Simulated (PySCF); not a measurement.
Compound: C8H9P.
Bonds: C1–C2 (double), C2–C3, C3–C4 (aromatic), C4–C5 (aromatic), C5–P6 (aromatic), P6–C7 (aromatic), C7–C8 (aromatic), C8–C9, C3–C8 (aromatic). Hydrogens: H10, H11 on C1; H12 on C2; H13 on C4; H14 on C5; H15 on C7; H16, H17, H18 on C9.

The same species was optimised twice, with GFN2-xTB and with PBE0-D3(BJ)/def2-SVP (PySCF), and the same property calculations (PySCF, gas phase) were run on both structures.

```csv
coordinate,GFN2-xTB,PBE0-D3(BJ)/def2-SVP,change
C7–C8 (Å),1.381,1.395,+0.014
C1=C2 (Å),1.326,1.339,+0.013
C3–C8 (Å),1.405,1.417,+0.012
C4–C5 (Å),1.375,1.387,+0.012
C3–C4 (Å),1.395,1.405,+0.010
C2–C3 (Å),1.463,1.472,+0.009
C8–C9 (Å),1.503,1.505,+0.002
P6–C7 (Å),1.733,1.735,+0.002
C5–P6 (Å),1.733,1.734,+0.001
C1–C2–C3 (°),124.6,125.7,+1.1
C3–C8–C7 (°),122.0,121.3,-0.7
P6–C7–C8 (°),127.2,127.9,+0.7
C7–C8–C9 (°),118.4,118.9,+0.5
C2–C3–C4 (°),118.7,119.1,+0.4
C2–C3–C8 (°),119.9,119.6,-0.3
C3–C8–C9 (°),119.6,119.8,+0.2
C3–C4–C5 (°),125.0,125.2,+0.2
C1–C2–C3–C4 (°),-37,-32,+5
```

Rotational constants: A = 2405, B = 1122, C = 778.1 MHz (GFN2-xTB) against A = 2370, B = 1105, C = 765.4 MHz (PBE0-D3(BJ)/def2-SVP). Point groups within 0.08 Å: C1 and C1.

On the GFN2-xTB structure: HOMO (eV) -6.64 [PBE0/pcSseg-1]; LUMO (eV) -1.71 [PBE0/pcSseg-1]; dipole (D) 2.14 [PBE0/pcSseg-1]; GIAO shielding of C1 (ppm) 62.4 [PBE0/pcSseg-1]; GIAO shielding of C2 (ppm) 40.0 [PBE0/pcSseg-1]; GIAO shielding of C3 (ppm) 43.0 [PBE0/pcSseg-1]; GIAO shielding of C4 (ppm) 49.4 [PBE0/pcSseg-1]; GIAO shielding of C5 (ppm) 23.7 [PBE0/pcSseg-1]; GIAO shielding of P6 (ppm) 87.9 [PBE0/pcSseg-1]; GIAO shielding of C7 (ppm) 21.5 [PBE0/pcSseg-1]; GIAO shielding of C8 (ppm) 41.7 [PBE0/pcSseg-1].

Q: What do these properties become on the PBE0-D3(BJ)/def2-SVP structure?

A: 
```json
{"property": "HOMO (eV)", "level": "PBE0/pcSseg-1", "on GFN2-xTB": "-6.64", "on PBE0-D3(BJ)/def2-SVP": "-6.63", "change": "+0.01"}
{"property": "LUMO (eV)", "level": "PBE0/pcSseg-1", "on GFN2-xTB": "-1.71", "on PBE0-D3(BJ)/def2-SVP": "-1.78", "change": "-0.07"}
{"property": "dipole (D)", "level": "PBE0/pcSseg-1", "on GFN2-xTB": "2.14", "on PBE0-D3(BJ)/def2-SVP": "2.12", "change": "-0.02"}
{"property": "energy, GFN2-xTB geometry as zero (kcal/mol)", "level": "PBE0/pcSseg-1", "on GFN2-xTB": "0.0", "on PBE0-D3(BJ)/def2-SVP": "-0.5", "change": "-0.5"}
{"property": "GIAO shielding of C1 (ppm)", "level": "PBE0/pcSseg-1", "on GFN2-xTB": "62.4", "on PBE0-D3(BJ)/def2-SVP": "59.8", "change": "-2.6"}
{"property": "GIAO shielding of C2 (ppm)", "level": "PBE0/pcSseg-1", "on GFN2-xTB": "40.0", "on PBE0-D3(BJ)/def2-SVP": "38.4", "change": "-1.6"}
{"property": "GIAO shielding of C3 (ppm)", "level": "PBE0/pcSseg-1", "on GFN2-xTB": "43.0", "on PBE0-D3(BJ)/def2-SVP": "41.0", "change": "-2.0"}
{"property": "GIAO shielding of C4 (ppm)", "level": "PBE0/pcSseg-1", "on GFN2-xTB": "49.4", "on PBE0-D3(BJ)/def2-SVP": "47.6", "change": "-1.8"}
{"property": "GIAO shielding of C5 (ppm)", "level": "PBE0/pcSseg-1", "on GFN2-xTB": "23.7", "on PBE0-D3(BJ)/def2-SVP": "22.1", "change": "-1.6"}
{"property": "GIAO shielding of P6 (ppm)", "level": "PBE0/pcSseg-1", "on GFN2-xTB": "87.9", "on PBE0-D3(BJ)/def2-SVP": "89.1", "change": "+1.2"}
{"property": "GIAO shielding of C7 (ppm)", "level": "PBE0/pcSseg-1", "on GFN2-xTB": "21.5", "on PBE0-D3(BJ)/def2-SVP": "19.6", "change": "-1.9"}
{"property": "GIAO shielding of C8 (ppm)", "level": "PBE0/pcSseg-1", "on GFN2-xTB": "41.7", "on PBE0-D3(BJ)/def2-SVP": "38.7", "change": "-3.0"}
```

The heavy atoms differ by 0.024 Å rms after alignment. Among bonds between heavy atoms C1=C2 and C7–C8 change most and about equally (+0.013 to +0.014 Å). Changes are differences of the printed values. Neither structure is proved a minimum here.

Shape of the structure used: `[CH2:1]=[CH:2][c:3]1[cH:4][cH:5][p:6][cH:7][c:8]1[CH3:9]`: C1–C2–C3–C4 -32°.
